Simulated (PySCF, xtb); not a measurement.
Isomers of C9H6N2 in order of energy

9 gas-phase structures of C9H6N2, from a drawn sample of its isomers (lower ones may exist). Each was relaxed with GFN2-xTB:

A. `C=N/C(C#CC)=C\C#CC#N`, a singlet
B. `N#Cc1c[nH]c2ccccc12`, a singlet
C. `N#Cc1ccn2cccc2c1`, a singlet
D. `N#Cc1cc2ccccc2[nH]1`, a singlet
E. `N#Cc1cccc2[nH]ccc12`, a singlet
F. `N#Cc1ccc2[nH]ccc2c1`, a singlet
G. `N#Cc1ccc2cc[nH]c2c1`, a singlet
H. `N#Cc1cccc2cc[nH]c12`, a singlet
I. `N#Cc1cc2ccccn2c1`, a singlet

**Question.** Estimate their order in r2SCAN-D4/def2-SVP energy at these geometries, lowest first.

**Answer.** Calculated order at r2SCAN-D4/def2-SVP: B (0.0), H (0.7), E (1.1), G (1.5), F (1.5), D (2.4), I (14.4), C (15.0), A (124.2) kcal/mol. Less than 1 kcal/mol parts B and H; H and E; E and G; G and F; F and D; I and C, so the order within those pairs means little.

Energies above the lowest of each column, in kcal/mol; the last columns are at PBE0-D3(BJ)/def2-SVP geometries and were run for some of them only (a dash: not run or not comparable):

```
structure  GFN2-xTB  HF/STO-3G  r2SCAN-D4/def2-SVP  PBE0-D3(BJ)/def2-SVP  PBE0-D4/def2-TZVP
        B       0.0        0.0                 0.0                   0.0                0.0
        H       0.3        1.7                 0.7                   0.7                0.4
        E       0.7        2.1                 1.1                   1.2                1.0
        G       0.8        2.2                 1.5                     –                  –
        F       0.8        1.6                 1.5                     –                  –
        D       1.5        3.3                 2.4                     –                  –
        I       3.3       16.9                14.4                     –                  –
        C       3.8       19.2                15.0                     –                  –
        A     113.2      143.3               124.2                 128.7              122.4
```

Every level run on B puts it lowest or level with the lowest. Flexible structures stand in one conformer each, not always the lowest. Frequencies (GFN2-xTB) were run for A, B, E, H alone.

Over these structures GFN2-xTB departs from r2SCAN-D4/def2-SVP by 4.7 kcal/mol on average once a common shift is removed. A GFN2-xTB relaxation took about 0.15 s and the r2SCAN-D4/def2-SVP energy about 31 s on a shared host (PySCF 2.14.0, xtb 6.7.1).
